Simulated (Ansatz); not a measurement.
Relaxation of CH5ClOSi (9 atoms, charge 0, multiplicity 1), to a largest force component of 0.02 eV/Å in at most 40 steps.

Level of theory: Ansatz 0.2.0, RKS B3LYP-D4/def2-SVP.

```xyz
9
Properties=species:S:1:pos:R:3:forces:R:3
Si 0.000 0.000 0.000 -0.52 -0.89 0.30
Cl 0.000 0.000 2.130 0.07 0.10 -0.73
H 1.377 0.000 -0.486 0.45 -0.06 -0.03
H -0.688 1.191 -0.486 -0.27 0.46 0.01
O -0.791 -1.371 -0.559 0.44 0.50 0.50
C -1.536 -2.268 0.250 0.02 0.04 0.02
H -1.225 -2.158 1.310 -0.29 -0.27 -0.21
H -2.619 -2.040 0.157 0.17 -0.17 0.09
H -1.349 -3.311 -0.083 -0.07 0.28 0.06
```

Task: Where does it end, and by what steps?

Result: It converged. After 9 steps the energy has fallen by 0.141 eV; O5 moved furthest, 0.55 Å.

| step | energy less start (eV) | largest force component (eV/Å) | accepted |
| --- | --- | --- | --- |
| 0 | 0.0000 | 0.888 | yes |
| 1 | -0.0693 | 0.512 | yes |
| 2 | -0.0878 | 0.358 | yes |
| 3 | -0.0987 | 0.163 | yes |
| 4 | -0.1217 | 0.219 | yes |
| 5 | -0.1371 | 0.138 | yes |
| 6 | -0.1399 | 0.035 | yes |
| 7 | -0.1400 | 0.056 | yes |
| 8 | -0.1407 | 0.026 | yes |
| 9 | -0.1408 | 0.004 | yes |

```xyz
9
Properties=species:S:1:pos:R:3
Si 0.043 -0.045 0.054
Cl 0.308 0.222 2.103
H 1.329 0.182 -0.639
H -1.011 0.917 -0.368
O -0.398 -1.604 -0.263
C -1.543 -2.264 0.238
H -1.542 -2.291 1.342
H -2.476 -1.774 -0.098
H -1.541 -3.298 -0.138
```

Whether the end is a true minimum wasn't checked by a vibrational analysis.

Run time: 26 s on 2 threads of Arm Neoverse V1, on a shared host, peak memory 0.18 GiB.
